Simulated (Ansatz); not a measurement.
HFSSi, SMILES `F[Si]S` (lower singlet; F–Si–S–H torsion 0°) (charge 0, multiplicity 1). This singlet lies 2.28 eV below the relaxed triplet at the level frozen-core CCSD(T)/cc-pVTZ // PBE0-D3(BJ)/def2-TZVP (Ansatz, an electronic-structure program).

Cartesian coordinates (Å):
```xyz
4

F      1.3802    -0.7445    -0.0671
Si     0.9700     0.8181    -0.0242
S     -1.1746     0.6359     0.0571
H     -1.1757    -0.7094     0.0341
```
Charge 0, multiplicity 1.

Frozen-core energies in cc-pVDZ from Ansatz at a geometry from PBE0-D3(BJ)/def2-TZVP; the HF reference has <S^2> = 0.00 and the T1 diagnostic is 0.016.

| level | energy (Ha) |
|---|---|
| HF | -786.54041 |
| MP2 | -786.93937 |
| CCSD | -786.96814 |

**Question.** Estimate the energies of CCSD(T), CCSDT and CCSDT(Q), and give each level's difference from CCSDT(Q).

**Answer.** 
```
level     energy (Ha)  difference from CCSDT(Q) (mHa)
--------  -----------  ------------------------------
MP2        -786.93937                           41.69
CCSD       -786.96814                           12.93
CCSD(T)    -786.97898                            2.08
CCSDT      -786.97994                            1.12
CCSDT(Q)   -786.98106                            0.00
```
